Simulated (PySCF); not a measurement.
NMR data sheet: C$_{5}$H$_{8}$O$_{2}$Si

```
Formula                               : C5H8O2Si
SMILES                                : C#CC(=O)O[SiH](C)C
InChI                                 : InChI=1S/C5H8O2Si/c1-4-5(6)7-8(2)3/h1,8H,2-3H3
Point group of the computed structure : Cs
Degrees of unsaturation               : 3
Carbon signals                        : 4
Proton signals                        : 3
```

Numbering as in the mapped SMILES `[CH:1]#[C:2][C:3](=[O:4])[O:5][SiH:6]([CH3:7])[CH3:8]`; H(Xn) means a hydrogen on atom n.

[PySCF 2.14.0 with density-fitted response routines: GFN2-xTB geometry; GIAO PBE0/pcSseg-1 shieldings; averaged over atoms made equivalent by symmetry, fast rotation or ring inversion; non-relativistic; no solvent; single conformer]

Scale: TMS for $^{1}$H (σ = 31.72 ppm) and $^{13}$C (σ = 186.93 ppm) and $^{29}$Si (σ = 349.16 ppm); $^{17}$O (σ = 336.08 ppm) vs H2O (reference shieldings calculated alike).

```tsv
carbon	δC, type	δH (multiplicity)	HMBC from (2–3 bonds)	span of the C tensor (ppm)
C1	81.4, CH	2.25 (s)	–	204
C2	80.5, C	–	H(C1)	289
C3	157.9, C	–	H(Si6), H(C1)	151
C7/C8	-1.4, CH3	0.47 (d)	H(Si6), H(C7)/H(C8)	18
```

Other nuclei:
```tsv
atoms	nucleus	environment	δ (ppm)	σ (ppm)
H(Si6)	$^{1}$H	hydrogen on a silicon bonded to 2 C, O	4.95	26.77
Si6	$^{29}$Si	silicon bonded to 2 C, O, H	8.6	340.5
O4	$^{17}$O	carbonyl oxygen	470.3	-134.2
O5	$^{17}$O	oxygen bonded to C, Si	220.5	115.5
```

Carbon types of the structure: 2 × C, 1 × CH, 2 × CH3, leaving 1 H on heteroatoms. δC 157.9: carbonyl carbon. δC 81.4: terminal alkyne carbon; sp carbons lie upfield of alkene carbons because the cylindrical π system leaves one tensor component strongly shielded. δC 80.5: alkyne carbon; sp carbons lie upfield of alkene carbons because the cylindrical π system leaves one tensor component strongly shielded. δC -1.4: methyl carbon bonded to Si; an electropositive neighbour leaves it electron-rich and shielded. δH 2.25: hydrogen on a terminal alkyne carbon; it lies on the axis of the triple bond, in its shielding cone.

Shifts are as computed. Against solution values, carbons near 30 ppm lie about +3 ppm off and those near 130 ppm about +5 ppm. Of 1309 compounds with measured shifts, 239 miss one by over three times the rms of a fit or turn the order of signals round; such compounds aren't used in these exercises. Unscaled 17O shifts of doubly bonded oxygen tend to come out too high, by tens of ppm or more. Experimental scales use liquid or dissolved standards, which lie at an offset from isolated H2O (liquid H2O: subtract about 36 ppm). No couplings were computed; multiplicities are counted from neighbouring protons, with m where these are inequivalent, close in shift, in a saturated or five-membered ring or joined by F or P, and br s for small geminal =CH2 splittings.
